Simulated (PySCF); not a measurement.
Work out the structure from these simulated measurements.

Formula: C5H6BNO2.

- 13C NMR: chemical shifts (computed TMS as zero) by class: 155.8 (2 C), 141.8 (1 C), 132.2 (2 C) ppm [GIAO PBE0/pcSseg-1]
- UV, strongest line: among the 10 lowest singlet transitions: S5 at 7.06 eV (176 nm, f = 0.707) [TDDFT wB97X-D/def2-SVPD]
- Valence photoelectron: vertical ionisation energy: 9.53 eV [ΔSCF wB97X-D/def2-SVPD]
- 1H NMR: chemical shifts (computed TMS as zero) by class: 8.88 (2 H), 7.47 (2 H), 4.43 (2 H) ppm [GIAO PBE0/pcSseg-1]
- Dipole: 2.39 D [wB97X-D/def2-SVPD]
- XPS: B1s 197.4, C1s 290.5, C1s 290.6 (×2), C1s 291.3 (×2), N1s 404.6, O1s 539.3 (×2) eV [ΔSCF SCAN, pcX-2 on the ionised atom, pcseg-1 elsewhere, spin-free X2C]
- Rotational structure: rotational constants A, B, C: 3.836, 1.120, 0.868 GHz [PBE0-D3(BJ)/def2-SVP]
- Triplet: lowest triplet excitation (Tamm–Dancoff): 4.04 eV [TDA wB97X-D/def2-SVPD]

Electronic properties: PySCF, gas phase, density fitting. Levels stand in brackets. The structure is a single PBE0-D3(BJ)/def2-SVP conformer in the gas phase; no vibrational or solvent corrections. Each NMR value is the plain mean over a class of atoms that symmetry, rotation or inversion makes alike.

Problem. What is the compound? Reason from the data.

Solution. Numbering: `[OH:1][B:2]([OH:3])[c:4]1[cH:5][cH:6][n:7][cH:8][cH:9]1`. 5 carbons fall into 3 classes; from least to most shielded: aromatic CH next to a ring nitrogen [C6/C8] (155.8 ppm, 2 C), substituted aromatic carbon [C4] (141.8 ppm), aromatic CH carbon [C5/C9] (132.2 ppm, 2 C, up to 4.9 ppm apart in this geometry). Hydrogen classes from least to most shielded: 2 H on 2 like atoms (aromatic CH next to a ring nitrogen), C6/C8 (8.88 ppm), 2 H on 2 aromatic CH carbons, C5/C9 (7.47 ppm, a mean of values up to 1.0 ppm apart in this geometry), 2 H on 2 boron-bound oxygens, O1/O3 (4.43 ppm, a mean of values up to 0.6 ppm apart in this geometry). The core levels belong to: B1s 197.4 eV, three-coordinate boron [B2]; C1s 290.5 eV, substituted aromatic carbon [C4]; C1s 290.6 eV, aromatic CH carbon [C5/C9]; C1s 291.3 eV, aromatic CH next to a ring nitrogen [C6/C8]; N1s 404.6 eV, pyridine-type nitrogen [N7]; O1s 539.3 eV, boron-bound oxygen [O1/O3]. One atom of each topological class was ionised and stands for its class. The hole state at 290.5 eV has ⟨S²⟩ = 0.84 against 0.75, so that value is less sure. The hole state at 291.3 eV has ⟨S²⟩ = 0.83 against 0.75, so that value is less sure. The first electron is taken from the HOMO, whose largest Löwdin shares are 0.56 on the pyridine-type nitrogen, 0.11 on each of 2 atoms of one kind (aromatic CH next to a ring nitrogen) and 0.06 on an aromatic CH carbon. By its constants the optimised geometry is an asymmetric top. Structure: `OB(c1ccncc1)O`. The assignments are read from this structure; whether some other isomer fits the data as well wasn't checked.

Conformer computed: `[OH:1][B:2]([OH:3])[c:4]1[cH:5][cH:6][n:7][cH:8][cH:9]1`: O1–B2–C4–C5 -7°, H–O1–B2–O3 177°, H–O3–B2–O1 -1°.
